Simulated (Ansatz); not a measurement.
Results of the Gaussian-basis code of Ansatz.

A structure relaxed at PBE0-D4/def2-TZVP, charge 0, multiplicity 1:

```xyz
9

C    -0.795   -0.940    0.382
N    -0.417    0.431    0.108
Al    1.100    1.073   -0.505
Cl    2.636   -0.297   -0.927
H    -1.052   -1.094    1.436
H    -1.652   -1.259   -0.223
H     0.036   -1.607    0.147
H    -1.162    1.080    0.314
H     1.305    2.614   -0.732
```

**Question.** Give its formula and SMILES.

**Answer.** CH5AlClN, `C[NH][AlH][Cl]`.

**Question.** Point group (tolerance 0.08 Å, 0.16 Å for H)?

**Answer.** Cs.

**Question.** Summarise the bond lengths by kind.

**Answer.** 1 × C–N 1.449 Å; 3 × C–H 1.092 to 1.096 Å; 1 × Al–N 1.758 Å; 1 × H–N 1.010 Å; 1 × Al–Cl 2.100 Å; 1 × Al–H 1.571 Å.
